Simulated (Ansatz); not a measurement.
Input for Ansatz (a first-principles code):
Ansatz 0.2 input:
```yaml
crystal:
  periodic: [false, false, false]
  atoms:
    - {symbol: Si, position_ang: [-0.02533964, -0.00465700, 1.31997514]}
    - {symbol: Br, position_ang: [1.11399650, -1.69753432, -0.24869921]}
    - {symbol: Br, position_ang: [-1.10386065, 1.69939712, -0.27929084]}
basis:
  gaussian:
    orbitals: def2-SVPD
hamiltonian:
  xc: {name: BHLYP}
total_charge: -1
magnetization: {spin_polarized: true, initial_magnetization: 1}
```

Q: What is the computed total energy (BHLYP/def2-SVPD run with Ansatz)?

A: -5437.1908 Eh

Q: Predict the <S^2> from BHLYP/def2-SVPD.

A: 0.759

A gas-phase anion may not be bound at this level; its values then depend on the basis.
